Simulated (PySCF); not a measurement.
HSe, SMILES [SeH] (connectivity only; charge and spin as stated), charge -1, multiplicity 1.

Geometry: PBE0-D3(BJ)/def2-TZVPD. The spin state was assumed, not searched.

Two levels are set side by side: PBE/def2-TZVPD (PySCF) and r2SCAN/def2-TZVPD (PySCF). Same geometry, gas phase. Differences are taken from unrounded values.

| quantity | r2SCAN | PBE | PBE minus r2SCAN |
|---|---|---|---|
| orbital gap (eV) | 3.87 | 3.17 | -0.70 |
| highest occupied level (eV) | 0.58 | 0.71 | 0.14 |
| lowest empty level (eV) | 4.45 | 3.88 | -0.57 |
| mean polarisability (bohr³) | 69.5 | 72.8 | 3.3 |

Rough cost on one machine, each run with all the roots and properties that it gave: r2SCAN against PBE about 3 times.
